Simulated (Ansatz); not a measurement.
Ansatz (an electronic-structure program) input (RI-MP2/def2-QZVPPD):
A basis named .json is the Basis Set Exchange file of that set.

Ansatz 0.2 input:
```yaml
crystal:
  periodic: [false, false, false]
  atoms:
    - {symbol: K, position_ang: [-0.00000000, -0.00000000, -2.51529452]}
    - {symbol: K, position_ang: [0.00000000, 0.00000000, 2.51529452]}
basis:
  gaussian:
    orbitals: def2-QZVPPD.json
    fitting: {mean_field: def2-universal-jkfit, correlation: def2-QZVPPD-RIFIT.json}
total_charge: 1
magnetization: {spin_polarized: true, initial_magnetization: 1}
correlation: {method: mp2, electrons: outside_noble_gas}
```

Output:

```
Functional definition: HF
integrals: 0.06 GiB planned
320 factors; integrals over basis functions are off by at most 6.8e-1 eV
398 factors; integrals over basis functions are off by at most 6.6e-1 eV
mean field: 0.28 GiB planned
mean field evaluation 1: about -32604.7724 eV, gradient 2.0e0 eV
mean field evaluation 2: about -32604.9159 eV, gradient 1.0e0 eV
mean field evaluation 4: about -32604.9978 eV, gradient 1.2e-1 eV
mean field -32604.99841031 eV, -1198.2115911172 hartree, gradient 1.1e-6 eV, S^2 0.750099; 0 other end points of the search recorded, 0 dependent functions left out
18 core orbitals not correlated
reference -32604.99841031 eV, -1198.2115911172 hartree; 1, 0 occupied and 121, 122 virtual orbitals, 398 factors
second order 0.00000000 eV of doubles, -0.00000000 eV of singles
Total energy: -32604.99841031 eV, -1198.2115911172 hartree
```
